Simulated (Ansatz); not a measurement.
Two structures of AlNH4Cl2O, singlet, reached by relaxing down either side of one saddle point (PBE0-D4/def2-TZVP). Energies are electronic, without zero-point energy. Ansatz 0.2.0; basis: def2-TZVPP and def2-QZVPP; cores frozen in the correlated methods. Extrapolation: Hartree–Fock as exp(−7.88 √X), correlation as X^−2.97. First:

Al1  (-0.646, -0.469, 0.034)
O2  (-1.399, 0.999, -0.394)
Cl3  (-0.496, -1.997, -1.434)
Cl4  (-0.897, -1.197, 2.014)
H5  (1.138, 1.256, -0.187)
N6  (1.205, 0.276, 0.075)
H7  (-2.337, 1.113, -0.528)
H8  (1.615, 0.214, 1.002)
H9  (1.817, -0.196, -0.582)
(Å)

Second:

```json
{"atom": "Al1", "x (Å)": "-0.2264", "y (Å)": "-0.6717", "z (Å)": "0.2329"}
{"atom": "O2", "x (Å)": "-1.1660", "y (Å)": "1.0073", "z (Å)": "-0.1497"}
{"atom": "Cl3", "x (Å)": "-0.8468", "y (Å)": "-1.7627", "z (Å)": "-1.4813"}
{"atom": "Cl4", "x (Å)": "-0.9828", "y (Å)": "-1.2831", "z (Å)": "2.0990"}
{"atom": "H5", "x (Å)": "-0.3989", "y (Å)": "1.5691", "z (Å)": "-0.3517"}
{"atom": "N6", "x (Å)": "1.3989", "y (Å)": "0.0844", "z (Å)": "0.1651"}
{"atom": "H7", "x (Å)": "-1.7469", "y (Å)": "0.9800", "z (Å)": "-0.9199"}
{"atom": "H8", "x (Å)": "1.9456", "y (Å)": "0.2007", "z (Å)": "1.0053"}
{"atom": "H9", "x (Å)": "2.0235", "y (Å)": "-0.1241", "z (Å)": "-0.5997"}
```

**Question.** Which bonds change from the first to the second?

**Answer.** AlHCl₂O ([OH][Al]([Cl])[Cl]) + NH₃ → AlNH₂Cl₂ ([NH2][Al]([Cl])[Cl]) + H₂O (still joined by a long Al–O bond); bonds formed: O2–H5; dative contacts that become bonds: Al1–N6; bonds broken: H5–N6; bonds weakened to dative contacts: Al1–O2.

**Question.** Give the saddle point's structure and its height above each. (To be estimated.)

**Answer.** The calculation gives: 119.3 kJ/mol above the first and 23.6 kJ/mol above the second (CCSD(T) at an estimated basis limit (MP2 extrapolated from triple and quadruple zeta, plus CCSD(T) − MP2 in triple zeta)).
Al1  (-0.414, -0.720, 0.222)
O2  (-1.059, 1.007, -0.132)
Cl3  (-0.827, -1.941, -1.446)
Cl4  (-0.961, -1.390, 2.132)
H5  (0.060, 1.119, -0.199)
N6  (1.190, 0.240, 0.093)
H7  (-1.548, 1.216, -0.932)
H8  (1.731, 0.440, 0.923)
H9  (1.829, 0.029, -0.662)
(Å)

The T1 diagnostic stays at or below 0.010.

Labels in which every atom is bracketed show which atoms are joined, not bond orders.

For scale, one of the runs: CCSD(T)/def2-TZVPP, 244 basis functions, launched by `ansatz run in.yaml --threads 4 --pin off --events-out ev --progress --plain --max-ram 9574MiB`. Time: 97 s of wall clock on 4 CPU threads of an Arm Neoverse V2; the host was shared. Peak host memory: 4.6 GiB.
